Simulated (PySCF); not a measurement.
Compound: C₆H₇BrO.
SMILES with atom numbers: `[OH:1][C@@H:2]1[CH:3]=[CH:4][CH:5]=[C:6]([Br:7])[CH2:8]1` (hydrogens: H9 on O1; H10 on C2; H11 on C3; H12 on C4; H13 on C5; H14, H15 on C8)

Method: PySCF 2.14.0, B3LYP/def2-SV(P) geometry optimisation, gas phase; density fitting, grid level 1; the optimiser is geomeTRIC in internal coordinates, started from a GFN2-xTB structure.

Geometry at step 0:
```
atom  x, y, z in Å
O1     -1.7891   -0.0147    1.1868
C2     -1.1658   -0.1343   -0.0853
C3     -0.2854   -1.3550   -0.1225
C4      1.0159   -1.2882    0.1569
C5      1.6633   -0.0253    0.4325
C6      0.9972    1.1107    0.2288
Br7     1.8270    2.7917    0.5403
C8     -0.3868    1.1652   -0.3229
H9     -2.1773   -0.8612    1.4323
H10    -1.9505   -0.2209   -0.8565
H11    -0.7762   -2.3017   -0.2963
H12     1.6268   -2.1780    0.1897
H13     2.6779   -0.0309    0.7985
H14    -0.3295    1.3783   -1.3956
H15    -0.9520    1.9723    0.1489
```

Task: Give the atomic forces at this geometry.

Result: 
```
atom  Fx (eV/Å)  Fy (eV/Å)  Fz (eV/Å)
  O1      0.051      0.487      0.206
  C2     -0.041      0.022     -0.027
  C3     -0.613      0.142     -0.172
  C4      0.229     -0.006      0.021
  C5      0.145     -0.142      0.071
  C6      0.048      0.735      0.027
 Br7      0.102      0.166      0.033
  C8     -0.104     -0.418      0.232
  H9     -0.135     -0.384      0.088
 H10     -0.072      0.027     -0.192
 H11     -0.185     -0.569     -0.133
 H12      0.271     -0.520      0.045
 H13      0.508      0.070      0.152
 H14      0.002      0.115     -0.406
 H15     -0.207      0.276      0.056
```

The largest, 0.74 eV/Å, acts on C6; the rms over all components is 0.265 eV/Å. The forces sum to zero within rounding, as they must for an isolated molecule in no field.

Task: Give the force on C6 in Eh/bohr and in nN.

Result: 0.737 eV/Å ÷ 51.422 = 0.01433 Eh/bohr, and 0.737 eV/Å × 1.602 = 1.18 nN.

Task: How far is this geometry from the end of the optimisation?

Result: 0.057 eV above it, and 0.064 Å rms away after alignment. The bonds farthest from their final lengths, with half the difference of the two atoms' forces along the bond (positive lengthens):

| bond | now (Å) | final (Å) | force along bond (eV/Å) |
| --- | --- | --- | --- |
| C4–C5 | 1.446 | 1.464 | -0.07 |
| C3–H11 | 1.080 | 1.096 | +0.21 |
| C4–H12 | 1.080 | 1.096 | +0.22 |
| C3=C4 | 1.333 | 1.348 | +0.43 |
| C5–H13 | 1.079 | 1.093 | +0.18 |
| C8–H14 | 1.095 | 1.109 | +0.37 |

The angle farthest from its final value is C2–C3–H11, 116.7° against 118.4°.

Of the 6 listed bonds off by 0.010 Å or more, this force points towards the final length in 5.

What follows is the cost of the whole optimisation. On one thread, Intel Xeon 6975P-C (x86_64), shared host with 192 logical CPUs at a one-minute load of 92, this took 44 s of wall time and 0.68 GiB of memory at its peak.
